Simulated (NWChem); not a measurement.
# ammonia borane (BNH₆); SMILES [BH3-][NH3+]

```xyz
8

B      0.0000     0.0000    -0.9333
N      0.0000     0.0000     0.7108
H     -1.0597    -0.5367    -1.2586
H      0.9947    -0.6494    -1.2586
H      0.0650     1.1861    -1.2586
H     -0.8011     0.5254     1.0891
H      0.8556     0.4311     1.0891
H     -0.0545    -0.9565     1.0891
```
Atoms are numbered in this order, from 1.

Results from NWChem. Geometry optimised at PBE-D3(BJ)/def2-SVP; all other runs use it. Pople sets run with spherical d functions. Vzz has the sign of the potential's second derivative.

| quantity | level | value |
|---|---|---|
| charge (e), ESP B1 | Hartree-Fock/6-31G* | 0.23 |
| first state with f > 0.002 (eV), B K edge, unshifted | PBE0/cc-pVTZ, TDA | 181.2 |
| isotropic polarisability (bohr³) at 589 nm | PBE0/6-31+G* | 29.0 |
| vertical ionisation energy, ΔSCF (eV) | LRC-wPBEh/def2-SVP | 10.40 |
| Vzz N2 (a.u.) | B3LYP/def2-TZVP | -0.487 |
| dipole (D) | PBE-D3(BJ)/def2-SVP | 5.71 |
| highest harmonic frequency (cm⁻¹) | PBE-D3(BJ)/def2-SVP | 3483 |
